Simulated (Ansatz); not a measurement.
Stepwise reaction of `FB(F)OC(F)(F)F` with hydrogen chloride, as a gas-phase model of exchange steps in deposition or etching. ΔE in kJ/mol; ΔG adds harmonic PBE0-D4 terms to CCSD(T)/CBS, at 1 bar.

Isolated molecules relaxed with PBE0-D4/def2-TZVP in Ansatz; ΔE leaves out vibrations. CCSD(T)/CBS adds triple-zeta CCSD(T) − MP2 to the extrapolated MP2 energy (def2 sets, frozen cores). This one scheme is used for every species. DFT in def2-TZVPP. B3LYP here is the variant with VWN-RPA as its local correlation; programs differ in this. One conformer a species, not always the lowest.

```
step                                            reaction  PBE-D4  B3LYP-D4  ωB97M-V  CCSD(T)/CBS  ΔG(600 K)
   1    `FB(F)OC(F)(F)F` + HCl → `FB(Cl)OC(F)(F)F` + H–F    56.7      66.4     65.0         61.3       65.1
   2  `FB(Cl)OC(F)(F)F` + HCl → `FC(F)(F)OB(Cl)Cl` + H–F    53.6      63.3     62.8         56.8       62.4
```

Task: By hand: ΔE of the 2 steps together at CCSD(T)/CBS.

Result: (61.3) + (56.8) = 118.1 kJ/mol, or 59.0 kJ/mol a step.

In ΔE the steps differ by no more than 4.5 kJ/mol. All are uphill at CCSD(T)/CBS. ΔG lies between 62.4 and 65.1 kJ/mol a step. PBE-D4 differs from CCSD(T)/CBS by -4.6 to -3.2 kJ/mol a step. Only this route is followed, and other bonds may react first. Isolated molecules leave out the surface, adducts and barriers. Largest T1 diagnostic: 0.012.
